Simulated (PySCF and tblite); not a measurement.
The numbers below are computed, except where a source is named.
C5H8O2, numbered as in [CH3:1][O:2]/[CH:3]=[CH:4]/[C:5]([CH3:6])=[O:7].

Conformers came from 90 starts (ETKDG and KDG, MMFF94s, GFN2-xTB); geometries are GFN2-xTB. Free energies are PBE0-D3(BJ)/pcSseg-1 (IEF-PCM, acetone) single points with GFN2-xTB rigid-rotor and vibrational terms (modes under about 100 cm⁻¹ blended into free rotors). Symmetry numbers and mirror images are counted. Conformers within 2.5 kcal/mol (GFN2-xTB free energy) were kept, 6 at most. GIAO shieldings: PBE0/pcSseg-1 (IEF-PCM, acetone). Shifts are against TMS (¹H), TMS (¹³C) at the same level. (PySCF 2.14, tblite 0.8.)

Torsions listed: C1–O2–C3–C4, C3–C4–C5–O7.

| conformer | shape | symmetry | E(GFN2) kcal/mol | E(DFT) kcal/mol |
| --- | --- | --- | --- | --- |
| 1 | 0°, 0° | Cs | 0.00 | 0.00 |
| 2 | 0°, 180° | Cs | 1.34 | 0.47 |
| 3 | -179°, 1° | Cs | 1.37 | 1.64 |

(1) How much do the weights at 298.15 K and the averaged shift of C6 depend on how the conformers are weighted?

Answers

(1) 
| weighting | 1 (%) | 2 (%) | 3 (%) | δ (ppm) | rms dipole (D) |
| --- | --- | --- | --- | --- | --- |
| DFT energy with thermal terms, symmetry and mirror images (full scheme) | 68 | 19 | 13 | 33.7 | 5.26 |
| DFT energy with symmetry and mirror images | 66 | 30 | 4 | 33.1 | 5.29 |
| bare DFT energy | 66 | 30 | 4 | 33.1 | 5.29 |
| GFN2-xTB energy with symmetry and mirror images | 83 | 9 | 8 | 34.4 | 5.43 |
| GFN2-xTB free energy | 74 | 5 | 21 | 34.7 | 5.25 |
| leading conformer alone | 100 | 0 | 0 | 35.0 | 5.64 |
| equal weights | 33 | 33 | 33 | 32.8 | 4.74 |
| full scheme, search stopped after three starts | 84 | 0 | 16 | 35.0 | 5.39 |

The largest departure from the full scheme, 1.2 ppm, comes with: leading conformer alone.


Conformer gaps in pcSseg-1 on xTB geometries can be 2 kcal/mol off for S=O, P=O and other polar bonds.